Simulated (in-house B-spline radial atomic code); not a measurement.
Inner levels of samarium as electrons are removed. A shift is the extra binding of the orbital against the neutral atom ([Xe] 4f6 6s2). Computed with a radial B-spline atomic code at the basis-set limit: non-relativistic Hartree-Fock, average of the configuration, point nuclei.

This level leaves out relativity, spin-orbit splitting included, which matters for heavy ions.

```json
{"ion": "Sm43+", "configuration": "[Ar] 3d1", "shift of 1s (eV)": "2549.52", "radius of 1s (bohr)": "0.024472", "Σ<r²> (bohr²)": "0.66555", "change of density at nucleus (bohr⁻³)": "106.55"}
{"ion": "Sm44+", "configuration": "[Ne] 3s2 3p6", "shift of 1s (eV)": "?", "radius of 1s (bohr)": "?", "Σ<r²> (bohr²)": "?", "change of density at nucleus (bohr⁻³)": "?"}
{"ion": "Sm45+", "configuration": "[Ne] 3s2 3p5", "shift of 1s (eV)": "2839.42", "radius of 1s (bohr)": "0.024469", "Σ<r²> (bohr²)": "0.53927", "change of density at nucleus (bohr⁻³)": "300.82"}
{"ion": "Sm46+", "configuration": "[Ne] 3s2 3p4", "shift of 1s (eV)": "2986.45", "radius of 1s (bohr)": "0.024466", "Σ<r²> (bohr²)": "0.47115", "change of density at nucleus (bohr⁻³)": "403.53"}
{"ion": "Sm47+", "configuration": "[Ne] 3s2 3p3", "shift of 1s (eV)": "3135.24", "radius of 1s (bohr)": "0.024463", "Σ<r²> (bohr²)": "0.40457", "change of density at nucleus (bohr⁻³)": "507.92"}
{"ion": "Sm48+", "configuration": "[Ne] 3s2 3p2", "shift of 1s (eV)": "3285.79", "radius of 1s (bohr)": "0.02446", "Σ<r²> (bohr²)": "0.33947", "change of density at nucleus (bohr⁻³)": "614"}
{"ion": "Sm49+", "configuration": "[Ne] 3s2 3p1", "shift of 1s (eV)": "3438.1", "radius of 1s (bohr)": "0.024457", "Σ<r²> (bohr²)": "0.27582", "change of density at nucleus (bohr⁻³)": "721.77"}
{"ion": "Sm50+", "configuration": "[Ne] 3s2", "shift of 1s (eV)": "3592.16", "radius of 1s (bohr)": "0.024454", "Σ<r²> (bohr²)": "0.21358", "change of density at nucleus (bohr⁻³)": "831.23"}
{"ion": "Sm51+", "configuration": "[Ne] 3s1", "shift of 1s (eV)": "3735.67", "radius of 1s (bohr)": "0.024452", "Σ<r²> (bohr²)": "0.1464", "change of density at nucleus (bohr⁻³)": "-1283.81"}
{"ion": "Sm52+", "configuration": "[He] 2s2 2p6", "shift of 1s (eV)": "?", "radius of 1s (bohr)": "?", "Σ<r²> (bohr²)": "?", "change of density at nucleus (bohr⁻³)": "?"}
{"ion": "Sm53+", "configuration": "[He] 2s2 2p5", "shift of 1s (eV)": "4239.47", "radius of 1s (bohr)": "0.024435", "Σ<r²> (bohr²)": "0.070471", "change of density at nucleus (bohr⁻³)": "-3156"}
{"ion": "Sm54+", "configuration": "[He] 2s2 2p4", "shift of 1s (eV)": "4602.5", "radius of 1s (bohr)": "0.024419", "Σ<r²> (bohr²)": "0.060758", "change of density at nucleus (bohr⁻³)": "-2859.27"}
{"ion": "Sm55+", "configuration": "[He] 2s2 2p3", "shift of 1s (eV)": "4969.64", "radius of 1s (bohr)": "0.024403", "Σ<r²> (bohr²)": "0.051319", "change of density at nucleus (bohr⁻³)": "-2558.11"}
{"ion": "Sm56+", "configuration": "[He] 2s2 2p2", "shift of 1s (eV)": "5340.9", "radius of 1s (bohr)": "0.024386", "Σ<r²> (bohr²)": "0.042143", "change of density at nucleus (bohr⁻³)": "-2252.49"}
{"ion": "Sm57+", "configuration": "[He] 2s2 2p1", "shift of 1s (eV)": "5716.24", "radius of 1s (bohr)": "0.024369", "Σ<r²> (bohr²)": "0.033223", "change of density at nucleus (bohr⁻³)": "-1942.41"}
{"ion": "Sm58+", "configuration": "[He] 2s2", "shift of 1s (eV)": "6095.68", "radius of 1s (bohr)": "0.024351", "Σ<r²> (bohr²)": "0.024549", "change of density at nucleus (bohr⁻³)": "-1627.86"}
{"ion": "Sm59+", "configuration": "[He] 2s1", "shift of 1s (eV)": "?", "radius of 1s (bohr)": "?", "Σ<r²> (bohr²)": "?", "change of density at nucleus (bohr⁻³)": "?"}
{"ion": "Sm60+", "configuration": "1s2", "shift of 1s (eV)": "6750.95", "radius of 1s (bohr)": "0.024341", "Σ<r²> (bohr²)": "0.0015811", "change of density at nucleus (bohr⁻³)": "-19307.3"}
{"ion": "Sm61+", "configuration": "1s1", "shift of 1s (eV)": "7800.85", "radius of 1s (bohr)": "0.024194", "Σ<r²> (bohr²)": "0.00078044", "change of density at nucleus (bohr⁻³)": "-93542.2"}
```

Problem. Fill in the row of Sm44+.

Solution. shift of 1s (eV): 2694.15; radius of 1s (bohr): 0.024472; Σ<r²> (bohr²): 0.60897; change of density at nucleus (bohr⁻³): 199.78.

Problem. Fill in the row of Sm52+.

Solution. shift of 1s (eV): 3880.57; radius of 1s (bohr): 0.024451; Σ<r²> (bohr²): 0.080467; change of density at nucleus (bohr⁻³): -3448.3.

Problem. Fill in the row of Sm59+.

Solution. shift of 1s (eV): 6422.02; radius of 1s (bohr): 0.024349; Σ<r²> (bohr²): 0.012959; change of density at nucleus (bohr⁻³): -10377.
